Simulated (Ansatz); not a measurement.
The cluster NaLi₄. Charge 0, multiplicity 2. Geometry r2SCAN/def2-TZVP, basis def2-TZVP, Ansatz.

```xyz
5

Li    1.2715    2.1896   -0.4587
Li    0.7229   -0.1221    1.2645
Li    1.3333   -0.3823   -1.9843
Li   -1.2876   -0.0721   -0.7732
Na   -2.0400   -1.6132    1.9517
```

```tsv
run	HOMO (eV)	LUMO (eV)
A	-4.73	-0.25
B	-3.22	-1.68
C	-3.02	-1.81
D	-2.84	-1.98
E	-2.75	-2.19
```

LC-ωPBE has ω = 0.4 bohr⁻¹. Another isomer (doublet) lies 0.09 eV lower at PBE0/def2-TZVP; other spin states weren't run for this one.

HOMO and LUMO are taken over both spins.

Q: The runs used LC-ωPBE, PBE, PBE0, r2SCAN, r2SCANh. Estimate which is which.

A: A LC-ωPBE (range-separated); B PBE0 (25 % exact exchange); C r2SCANh (10 % exact exchange); D r2SCAN (0 % exact exchange); E PBE (0 % exact exchange). Exact exchange lowers occupied and raises empty levels; among semilocal functionals meta-GGAs tend to open the gap a little, and such runs are hard to tell apart. The gap grows from 0.56 eV (PBE) to 4.48 eV (LC-ωPBE). At LC-ωPBE/def2-TZVP, r2SCANh/def2-TZVP, r2SCAN/def2-TZVP the charge 0 doublet is spin-contaminated (final ⟨S²⟩ up to 0.98, 0.75 for a pure state).
